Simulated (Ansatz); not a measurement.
`[BH2][SnH2][NH2]` + NH₃ → `[NH2][SnH2][NH2]` + BH₃ at 600 K and 1 bar (cleavage of the Sn–B bond).

Isolated molecules relaxed with PBE0-D4/def2-TZVP in Ansatz; ΔE leaves out vibrations. CCSD(T)/CBS adds triple-zeta CCSD(T) − MP2 to the extrapolated MP2 energy (def2 sets, frozen cores). This one scheme is used for every species. def2 core potentials past Kr. For Sn outer-core shells are correlated without core-valence functions, which leaves a few kJ/mol of doubt a bond. One conformer a species, not always the lowest.

| species | CCSD(T)/CBS energy (Eh) | H − E (kJ/mol) | S (J/(mol·K)) |
| --- | --- | --- | --- |
| `[BH2][SnH2][NH2]` | -297.08243 | 209.7 | 419.0 |
| NH₃ | -56.50880 | 112.4 | 219.5 |
| `[NH2][SnH2][NH2]` | -327.04207 | 223.7 | 402.8 |
| BH₃ | -26.55200 | 91.5 | 217.3 |

H − E and S are ideal-gas, rigid-rotor, harmonic terms from PBE0-D4/def2-TZVP, for one conformer and one mirror image of each species. 1 Eh = 2625.50 kJ/mol, R = 8.31446 J/(mol·K).

Q: By hand: ΔE, ΔH, ΔS and ΔG.

A: ΔE = (-327.04207) + (-26.55200) − (-297.08243) − (-56.50880) = -0.00284 Eh = -7.5 kJ/mol. Δ(H − E) = 223.7 + 91.5 − 209.7 − 112.4 = -6.9, so ΔH = -14.4 kJ/mol. ΔS = 402.8 + 217.3 − 419.0 − 219.5 = -18.4 J/(mol·K). ΔG = -14.4 − 600 × (-18.4)/1000 = -3.4 kJ/mol.

Q: By hand: the equilibrium constant, and the temperature at which ΔG would vanish if ΔH and ΔS stayed fixed.

A: log₁₀ K = −ΔG/(RT ln 10) = 0.3. ΔG = 0 at ΔH/ΔS = 783 K, though so small a ΔS makes that figure unsure.

TΔS isn't small against ΔH here. The sign of ΔG lies within the doubt. A doubt of 5 kJ/mol in ΔE shifts log₁₀ K by 0.4 here. Other conformers and mirror images would add mixing entropy, several J/(mol·K) or more a flexible species. These are equilibria of isolated gas molecules and say nothing of rates. Largest T1 diagnostic: 0.013 (customary marks: 0.02 for closed shells, 0.045 for open ones).
